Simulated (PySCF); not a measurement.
Compound: NiI2(H2O)2 (triplet state).
Bonds: Ni1–I2, Ni1–I3, Ni1–O4, Ni1–O7. Hydrogens: H5, H6 on O4; H8, H9 on O7.

Method: PBE0-D3(BJ)/def2-SVP geometry optimisation, gas phase, def2 core potentials past Kr in PySCF; unrestricted, density fitting, grid level 1; the optimiser is geomeTRIC in internal coordinates, started from a GFN2-xTB structure with every atom displaced at random (about 0.03 Å).

Step 12: E = -61389.9390 eV
```
atom  x, y, z in Å  |  force x, y, z in eV/Å
Ni1    -0.0870   -0.0086   -0.0823    0.000  -0.207  -0.043
I2     -0.7204    0.1363    2.3811   -0.003   0.014   0.022
I3      2.0966   -0.0781   -1.3899    0.029  -0.014  -0.009
O4     -0.4434    1.9435   -0.4635   -0.133  -0.001  -0.086
H5      0.3348    2.3610   -0.8637    0.024   0.003   0.058
H6     -0.6205    2.3738    0.3864    0.048   0.108   0.042
O7     -0.3934   -2.0453   -0.1879    0.048   0.159   0.028
H8     -0.4672   -2.3394    0.7347   -0.003  -0.032  -0.027
H9      0.4333   -2.4126   -0.5406   -0.010  -0.029   0.014
```

Step 13: E = -61389.9425 eV
```
atom  x, y, z in Å  |  force x, y, z in eV/Å
Ni1    -0.0780   -0.0164   -0.0740    0.003  -0.066  -0.027
I2     -0.7070    0.1383    2.3916   -0.003   0.000   0.002
I3      2.1088   -0.0747   -1.3817    0.004  -0.015   0.002
O4     -0.4479    1.9414   -0.4615   -0.106   0.016  -0.035
H5      0.3263    2.3590   -0.8693    0.025  -0.010   0.038
H6     -0.6267    2.3933    0.3779    0.045   0.031   0.000
O7     -0.3917   -2.0396   -0.1900    0.061   0.077   0.021
H8     -0.4793   -2.3502    0.7258   -0.004  -0.022  -0.019
H9      0.4284   -2.4205   -0.5446   -0.026  -0.011   0.016
```

Question: Estimate the geometry and energy of step 14. (The exact step hangs on the optimiser's Hessian estimate; all steps are aligned on step 13, rigid shifts and turns removed.)

Answer: E = -61389.9444 eV, largest force 0.063 eV/Å
```
atom  x, y, z in Å  |  force x, y, z in eV/Å
Ni1    -0.0853   -0.0193   -0.0797    0.022   0.045  -0.023
I2     -0.7153    0.1417    2.3881    0.001   0.005  -0.012
I3      2.1046   -0.0851   -1.3876   -0.009   0.004   0.009
O4     -0.4586    1.9495   -0.4662   -0.047   0.007   0.042
H5      0.3260    2.3587   -0.8629    0.025  -0.025  -0.003
H6     -0.6131    2.3884    0.3861    0.008  -0.002  -0.024
O7     -0.3807   -2.0308   -0.1863    0.021  -0.024   0.014
H8     -0.4800   -2.3526    0.7241   -0.007  -0.011  -0.007
H9      0.4352   -2.4199   -0.5413   -0.014   0.001   0.005
```

The energy changes by -0.0019 eV. The first-order estimate −F·Δx gives -0.0040 eV and the mean of the old and new forces, exact on a quadratic surface, -0.0021 eV. The step makes an angle of 51° with the force vector and moves no atom by more than 0.017 Å.

The cost below is that of the whole optimisation. On one thread, Arm Neoverse V2 (aarch64), shared host, this took 10 min of wall time and 0.60 GiB of memory at its peak.
